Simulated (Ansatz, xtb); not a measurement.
## CHClF3Si+: which of two isomers lies lower

Structure X: `F[Si](F)(F)[CH+]Cl`, a singlet. Structure Y: `F[CH+][Si](F)(F)Cl`, a singlet. Both are isolated ions in the gas phase, relaxed with BLYP-D3(BJ)/def2-SVP; the shapes shown needn't be the lowest conformers.

X (Å):

```tsv
atom	x (Å)	y (Å)	z (Å)
C	0.4239	1.2474	1.1276
Cl	0.0931	-0.3476	1.2612
F	0.7141	3.3279	2.9472
F	-1.5521	1.9155	3.0826
F	-1.1250	3.5526	1.0126
Si	-0.4821	2.6358	2.1494
H	1.2239	1.4924	0.3932
```

Y (Å):

```xyz
7

C     0.8844    2.2779    1.9005
Cl   -0.6995    0.1647    2.4931
F     1.8042    2.0178    1.0593
F    -1.2355    1.8203   -0.0595
F    -1.8978    2.9931    2.2595
Si   -0.9681    1.9432    1.5046
H     1.2727    2.5408    2.9141
```

Question: Estimate which is lower in electronic energy at CCSD(T)/def2-SVP + ΔMP2/def2-TZVPP, and by roughly how much.

Answer: The CCSD(T)/def2-SVP + ΔMP2/def2-TZVPP calculation puts structure X lower, by 23.9 kcal/mol.

Level by level:

```json
{"level": "BLYP-D3(BJ)/def2-SVP", "geometry": "BLYP-D3(BJ)/def2-SVP", "E(Y) − E(X) (kcal/mol)": "+11.8", "departure from the last row (kcal/mol)": "−12.0", "job, with rough time for the two": "optimisation, 63 s"}
{"level": "HF/def2-SVP", "geometry": "BLYP-D3(BJ)/def2-SVP", "E(Y) − E(X) (kcal/mol)": "+15.9", "departure from the last row (kcal/mol)": "−8.0", "job, with rough time for the two": "part of the CCSD(T) run"}
{"level": "MP2/def2-SVP", "geometry": "BLYP-D3(BJ)/def2-SVP", "E(Y) − E(X) (kcal/mol)": "+20.1", "departure from the last row (kcal/mol)": "−3.8", "job, with rough time for the two": "part of the CCSD(T) run"}
{"level": "CCSD(T)/def2-SVP", "geometry": "BLYP-D3(BJ)/def2-SVP", "E(Y) − E(X) (kcal/mol)": "+19.8", "departure from the last row (kcal/mol)": "−4.0", "job, with rough time for the two": "single point"}
{"level": "CCSD(T)/def2-SVP + ΔMP2/def2-TZVPP", "geometry": "BLYP-D3(BJ)/def2-SVP", "E(Y) − E(X) (kcal/mol)": "+23.9", "departure from the last row (kcal/mol)": "", "job, with rough time for the two": "single point, 38 s"}
```

As drawn, Y has 1 C–F, 1 Cl–Si in place of 1 F–Si, 1 C–Cl.

None of the levels shown reverses the order. The largest departure from CCSD(T)/def2-SVP + ΔMP2/def2-TZVPP is that of BLYP-D3(BJ)/def2-SVP, 12.0 kcal/mol. Levels run at GFN2-xTB geometries aren't shown. The last row adds to CCSD(T) the change of the MP2 difference between the two basis sets, here +4.0 kcal/mol, a large step that makes the value less sure.

With harmonic frequencies from BLYP-D3(BJ)/def2-SVP (ideal gas, rigid rotor, one conformer each, 298.15 K, 1 atm): on the last row, ΔE + ΔZPE = +24.2 kcal/mol. A mode under 50 cm⁻¹ makes harmonic enthalpies and free energies unreliable, so none is given.

The correlated steps freeze 14 core orbitals. Run with Ansatz 0.2.0; the last row on 1 thread of Intel(R) Xeon(R) 6975P-C (Granite Rapids) on a shared host.
